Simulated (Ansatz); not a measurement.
Basis sets compared for Cd₉Te₉H₂₄. The state is a singlet with charge 0. Geometry r2SCAN-D4/def2-SVP. Ansatz on 4 threads of AMD EPYC 7R13 on a shared host and a share (37 GiB) of an NVIDIA H100 80GB HBM3; times are rough, and most runs start from earlier orbitals.

| atom | x (Å) | y (Å) | z (Å) |
| --- | --- | --- | --- |
| Cd1 | -3.3651 | 2.9385 | 4.8056 |
| Te2 | 0.1610 | 3.1156 | 4.1823 |
| Te3 | -2.5454 | 1.0613 | 2.0585 |
| Cd4 | -2.2220 | 2.5304 | -0.4130 |
| Cd5 | 2.4316 | 2.1053 | 2.2638 |
| Te6 | 0.9242 | 2.6591 | -0.1622 |
| Te7 | -2.1555 | 0.6420 | -2.6041 |
| Cd8 | -2.4852 | 1.9899 | -5.7361 |
| Cd9 | 2.8026 | 1.7060 | -2.1691 |
| Te10 | 0.8951 | 2.3203 | -4.5860 |
| Cd11 | -1.4872 | -1.5741 | 2.6113 |
| Te12 | 1.5178 | -0.6568 | 2.2837 |
| Te13 | -1.4853 | -3.1000 | 0.1529 |
| Cd14 | -1.0576 | -2.0330 | -2.5021 |
| Cd15 | 3.4396 | -1.8528 | 0.4560 |
| Te16 | 1.8652 | -1.0294 | -1.8479 |
| Cd17 | -0.9707 | -6.4689 | 0.5013 |
| Te18 | 2.1537 | -4.7131 | 0.6071 |
| H19 | -3.6436 | 4.3322 | 3.9068 |
| H20 | -3.1601 | 1.6595 | 5.8780 |
| H21 | 0.7270 | 4.6839 | 4.1509 |
| H22 | 1.0698 | 2.8071 | 5.5461 |
| H23 | -4.0780 | 0.5187 | 1.6936 |
| H24 | -2.6915 | 4.1528 | -0.5985 |
| H25 | 3.9008 | 2.7567 | 2.7909 |
| H26 | 1.2852 | 4.2814 | -0.2779 |
| H27 | -3.7341 | 0.1473 | -2.4053 |
| H28 | -2.8789 | 3.5189 | -5.1573 |
| H29 | -2.1336 | 0.5422 | -6.5161 |
| H30 | 4.3478 | 2.2761 | -2.5539 |
| H31 | 1.4738 | 3.8759 | -4.7486 |
| H32 | 2.0108 | 1.7802 | -5.7016 |
| H33 | -1.5378 | -2.2928 | 4.1501 |
| H34 | 2.2517 | -1.1195 | 3.7060 |
| H35 | -3.1455 | -3.1399 | 0.0171 |
| H36 | -0.8632 | -3.0110 | -3.8778 |
| H37 | 5.1159 | -2.0157 | 0.6112 |
| H38 | 2.8181 | -1.7260 | -3.0236 |
| H39 | -1.1086 | -6.4290 | 2.1767 |
| H40 | -0.8210 | -6.7287 | -1.1535 |
| H41 | 3.0917 | -5.1486 | 1.9154 |
| H42 | 3.2863 | -5.3619 | -0.4308 |

In the def2 sets Cd, Te take a core potential; there is no spin–orbit coupling. Single mean-field runs in def2-SVP, def2-TZVP are fitted with def2-universal-jkfit.

Binding counts from free atoms (Cd singlet, Te triplet, H doublet) in the same basis, without a counterpoise term.

```csv
level,functions,energy (Eh),HOMO (eV),LUMO (eV),binding per atom (eV),wall time
PBE-D4/def2-SVP,633,-3936.1361,-5.54,-2.73,1.80,7.5 s
PBE0-D4/def2-SVP,633,-3936.2531,-6.49,-2.03,1.79,7.5 s
```

Problem. Estimate the rows for PBE-D4/def2-TZVP (with forces), PBE0-D4/def2-TZVP.

Solution. 
```json
{"level": "PBE-D4/def2-TZVP (with forces)", "functions": "954", "energy (Eh)": "-3936.6247", "HOMO (eV)": "-5.55", "LUMO (eV)": "-2.77", "binding per atom (eV)": "1.80", "wall time": "11 s"}
{"level": "PBE0-D4/def2-TZVP", "functions": "954", "energy (Eh)": "-3936.7190", "HOMO (eV)": "-6.48", "LUMO (eV)": "-2.04", "binding per atom (eV)": "1.79", "wall time": "9.5 s"}
```
